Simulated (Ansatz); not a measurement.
Born–Oppenheimer molecular dynamics of C2H7ClFNOSi (14 atoms, charge 0, multiplicity 1). It goes on from the last frame of an earlier run, with new velocities.

All numbers below come from Ansatz, RKS r2SCANh-D4/STO-3G.

| Quantity | Value |
| --- | --- |
| ensemble | NVT, Nosé–Hoover chain |
| time step | 0.25 fs |
| steps asked | 235 |
| set temperature | 300 K |
| thermostat | time constant 300 fs, chain length 1 |
| seed | 719459 |

First frame:

```xyz
14
Properties=species:S:1:pos:R:3
Si -0.138 -0.061 -0.139
F -0.890 -0.654 1.156
O 1.548 0.209 0.084
H 1.924 -0.618 -0.344
N -0.858 1.526 -0.298
C -2.356 1.702 -0.473
H -2.863 0.983 0.106
H -2.664 2.678 -0.056
H -2.654 1.581 -1.511
C -0.182 2.631 -0.976
H -0.595 2.914 -1.975
H -0.223 3.503 -0.262
H 0.947 2.408 -1.050
Cl 0.011 -1.358 -1.885
```

Question: How far do the bonds stretch over the last three quarters of this one trajectory? (Pairs bonded in most of those frames.)

Answer: 
| bond | mean (Å) | spread (Å) | shortest | longest |
| --- | --- | --- | --- | --- |
| Si1–F2 | 1.625 | 0.035 | 1.57 | 1.67 |
| Si1–O3 | 1.681 | 0.020 | 1.65 | 1.71 |
| Si1–N5 | 1.708 | 0.023 | 1.67 | 1.75 |
| Si1–Cl14 | 2.141 | 0.074 | 2.05 | 2.24 |
| O3–H4 | 1.014 | 0.017 | 0.98 | 1.04 |
| N5–C6 | 1.482 | 0.029 | 1.43 | 1.52 |
| N5–C10 | 1.481 | 0.007 | 1.47 | 1.51 |
| C6–H7 | 1.103 | 0.026 | 1.06 | 1.15 |
| C6–H8 | 1.105 | 0.012 | 1.08 | 1.13 |
| C6–H9 | 1.117 | 0.043 | 1.05 | 1.18 |
| C10–H11 | 1.110 | 0.040 | 1.05 | 1.17 |
| C10–H12 | 1.103 | 0.017 | 1.08 | 1.13 |
| C10–H13 | 1.106 | 0.024 | 1.06 | 1.15 |

Mean temperature of the second half: 315 K. The conserved energy stayed within 0.052 meV per atom of its start (net change -0.052 meV per atom), so the integration is sound. A run of 0.059 ps of so small a system gives no equilibrium averages. Limits of this set-up: minimal basis.

Time of the run: 24 min on 1 thread of Arm Neoverse V2, on a shared host, peak memory 0.17 GiB.
